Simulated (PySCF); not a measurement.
GaH₂, SMILES [GaH2+], charge +1. Heavy atoms are numbered as in [GaH2+:1]. Hydrogens are named by the atom that carries them.

Geometry optimised at B3LYP-D3(BJ)/def2-TZVPD. The spin state was assumed, not searched. The isomer is the one that the SMILES or the coordinates give; other isomers of the formula were not compared.

The numbers are results of HF/def2-TZVPD in PySCF, not measurements.

Mulliken values depend strongly on the basis, most of all with diffuse functions as here. ESP charges are fitted to the potential on shells at 1.4 to 2.0 van der Waals radii. Atomic charges (e), one atom of each kind:

```json
[
 {"atom": "Ga1 (GaH2)", "Mulliken": "1.04", "ESP fit": "1.16", "IAO": "___"},
 {"atom": "H on Ga1", "Mulliken": "-0.02", "ESP fit": "-0.08", "IAO": "___"}
]
```

Question: Complete the blanks. (Estimate from the structure and the level; the computed values follow.)

Answer: 
- Ga1 (GaH2), IAO: 1.13
- H on Ga1, IAO: -0.07
